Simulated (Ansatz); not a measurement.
Program: Ansatz. Geometries: PBE0-D4/def2-TZVP. ΔE: electronic, gas phase. CBS: MP2 limit from def2 TZ/QZ plus the TZ coupled-cluster correction, frozen cores. DFT in def2-TZVPP. Elements past krypton have def2 core potentials. For Se, Sn outer-core shells are correlated without core-valence functions, which leaves a few kJ/mol of doubt a bond. Scalar relativity is left out up to krypton. Each species was taken in one conformer, which may not be the lowest.

`[CH3][SnH2][F]` + `C=C[Se]C=N` → `C=[CH][SnH]([CH3])[F]` + `N=C[SeH]`  (redistribution)

| level | ΔE (kJ/mol) |
| --- | --- |
| r2SCAN | -12.0 |
| MP2/CBS(def2) | -23.7 |

Problem. What does CCSD(T)/CBS give? (Best estimate.)

Solution. Ansatz gave: -25.7 kJ/mol. The listed levels differ from it by 13.7, 2.0 kJ/mol.

Largest T1 diagnostic among the species: 0.013.

In def2-TZVPP, CCSD(T) changes the Hartree–Fock value by +3.1 kJ/mol (the triples alone add +1.4 kJ/mol) and MP2 by +5.1 kJ/mol. From PBE to PBE0 (25 % exact exchange), in def2-TZVPP and without D4, ΔE moves by −3.5 kJ/mol.
